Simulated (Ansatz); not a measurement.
GeH2(OiPr)2 (C₆H₁₆GeO₂). Total charge 0; singlet. Geometry PBE-D4/def2-SVP; atoms count from 1.

Cartesian coordinates in Å:
```
Ge 0.1016 -0.9959 1.4114
H 0.1733 -0.3697 2.8259
H 0.1121 -2.5395 1.2879
O 1.5222 -0.4889 0.4360
C 1.9957 0.8661 0.5033
C 1.9014 1.4905 -0.8872
C 3.4232 0.8514 1.0469
H 1.3578 1.4650 1.2004
H 2.4930 0.8939 -1.6115
H 2.2881 2.5298 -0.8881
H 0.8494 1.5109 -1.2329
H 3.4506 0.4119 2.0638
H 4.0714 0.2358 0.3900
H 3.8456 1.8755 1.0979
O -1.4217 -0.3281 0.7324
C -1.9823 -0.8867 -0.4670
C -2.1103 0.2213 -1.5100
C -3.3257 -1.5271 -0.1216
H -1.3075 -1.6785 -0.8780
H -2.7416 1.0431 -1.1144
H -2.5713 -0.1581 -2.4443
H -1.1150 0.6387 -1.7585
H -3.1934 -2.3392 0.6208
H -4.0041 -0.7678 0.3186
H -3.8125 -1.9542 -1.0218
```

(1) Estimate the Mulliken populations from the PBE0/def2-TZVP orbitals of Ansatz.

(2) And the Mayer bond orders between heavy atoms (over 0.3)?

Results:

(1) 
```json
{"atom": "Ge1", "charge (e)": "0.44"}
{"atom": "H2", "charge (e)": "0.01"}
{"atom": "H3", "charge (e)": "0.01"}
{"atom": "O4", "charge (e)": "-0.41"}
{"atom": "C5", "charge (e)": "0.11"}
{"atom": "C6", "charge (e)": "-0.35"}
{"atom": "C7", "charge (e)": "-0.35"}
{"atom": "H8", "charge (e)": "0.07"}
{"atom": "H9", "charge (e)": "0.12"}
{"atom": "H10", "charge (e)": "0.11"}
{"atom": "H11", "charge (e)": "0.12"}
{"atom": "H12", "charge (e)": "0.12"}
{"atom": "H13", "charge (e)": "0.12"}
{"atom": "H14", "charge (e)": "0.11"}
{"atom": "O15", "charge (e)": "-0.41"}
{"atom": "C16", "charge (e)": "0.11"}
{"atom": "C17", "charge (e)": "-0.35"}
{"atom": "C18", "charge (e)": "-0.35"}
{"atom": "H19", "charge (e)": "0.07"}
{"atom": "H20", "charge (e)": "0.12"}
{"atom": "H21", "charge (e)": "0.11"}
{"atom": "H22", "charge (e)": "0.12"}
{"atom": "H23", "charge (e)": "0.12"}
{"atom": "H24", "charge (e)": "0.12"}
{"atom": "H25", "charge (e)": "0.11"}
```
Mulliken values depend strongly on the basis.

(2) Ge1–O4 1.01 (1.80 Å); Ge1–O15 1.01 (1.80 Å); O4–C5 0.93 (1.44 Å); C5–C6 1.00 (1.53 Å); C5–C7 1.00 (1.53 Å); O15–C16 0.93 (1.44 Å); C16–C17 1.00 (1.53 Å); C16–C18 1.00 (1.53 Å).
